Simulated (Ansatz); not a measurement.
Consider the redistribution: `S[SiH2][TeH]` + `CO[SiH](O)[SiH3]` → `O[SiH]([SiH3])[TeH]` + `CO[SiH2]S`.

Isolated molecules relaxed with PBE0-D4/def2-TZVP in Ansatz; ΔE leaves out vibrations. CCSD(T)/CBS adds triple-zeta CCSD(T) − MP2 to the extrapolated MP2 energy (def2 sets, frozen cores). This one scheme is used for every species. def2 core potentials past Kr. For Te outer-core shells are correlated without core-valence functions, which leaves a few kJ/mol of doubt a bond. Each species was taken in one conformer, which may not be the lowest.

| species | CCSD(T)/CBS(def2) energy (Eh) |
| --- | --- |
| `S[SiH2][TeH]` | -957.02579 |
| `CO[SiH](O)[SiH3]` | -771.44542 |
| `O[SiH]([SiH3])[TeH]` | -924.72516 |
| `CO[SiH2]S` | -803.74459 |

Work out ΔE.

ΔE = (-924.72516) + (-803.74459) − (-957.02579) − (-771.44542) = 0.00146 Eh = +3.8 kJ/mol.

Largest T1 diagnostic among the species: 0.012.

Leaving LDA and LC-ωPBE aside and taking each functional with its dispersion term where it has one, the values, not all of them listed here, spread over 3.0 kJ/mol, from r2SCAN-D4 to CAM-B3LYP-D4. At CCSD(T), def2-SVP lies +4.0 kJ/mol from the extrapolated value and def2-TZVPP +0.9 kJ/mol.
